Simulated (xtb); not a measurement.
Harmonic IR lines of one isomer of C3H4Si, unscaled. Level of theory: GFN2-xTB run with xtb.

wavenumber (cm⁻¹): 465 (m), 539 (w), 695 (w), 814 (m), 2098 (s), 2305 (vs), 2339 (m), 3088 (vw), 3101 (w)

**Question.** Which structure gives these lines?
A. `C=C=C=[SiH2]`
B. `[SiH2]=C1C=C1`
C. `C#CC=[SiH2]`
D. `C=[si]1cc1`

**Answer.** A, `C=C=C=[SiH2]`
